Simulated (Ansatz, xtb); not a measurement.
**Relaxing a trial structure of ClGeH2+**

The starting geometry of this gas-phase singlet has its atoms placed at random.

```yaml
atoms:
  - { symbol: Cl, position_ang: [1.6485, 0.5410, 0.2018] }
  - { symbol: Ge, position_ang: [-0.4302, -0.1449, -1.7563] }
  - { symbol: H, position_ang: [-1.3386, -1.0654, -0.8722] }
  - { symbol: H, position_ang: [0.5083, -0.2833, 0.6686] }
```

Q: One run relaxed it with r2SCAN-D4/def2-SVP. What is a likely outcome?

A: It ends as a structure with Cl1 bridging Ge2 and H4, given below by its coordinates. Distances that change by over a tenth: Cl1–H4 (1.48 → 1.30 Å). Contacts that close: Cl1–Ge2 (2.94 → 2.51 Å).

The energy falls by 1.04 eV over 7 steps:

| step | E − E(last) (eV) |
| --- | --- |
| 1 | 1.037 |
| 2 | 0.376 |
| 3 | 0.079 |
| 4 | 0.042 |
| 5 | 0.001 |
| 6 | 0.000 |
| 7 | 0.000 |

Final geometry (Å):

```json
{"atom": "Cl", "x (Å)": "1.2263", "y (Å)": "0.3665", "z (Å)": "-0.0096"}
{"atom": "Ge", "x (Å)": "-0.3659", "y (Å)": "-0.0857", "z (Å)": "-1.8972"}
{"atom": "H", "x (Å)": "-1.1945", "y (Å)": "-0.9553", "z (Å)": "-0.8580"}
{"atom": "H", "x (Å)": "0.7221", "y (Å)": "-0.2780", "z (Å)": "1.0066"}
```

From the same start GFN2-xTB reaches the same bonding as this run.

From so rough a start the end depends on the optimiser's path, so another program may land elsewhere. No frequencies were run, so the end isn't proven a minimum. Run with Ansatz 0.2.0, 9.3 s on 1 thread of Arm Neoverse V2, with other jobs on the host.
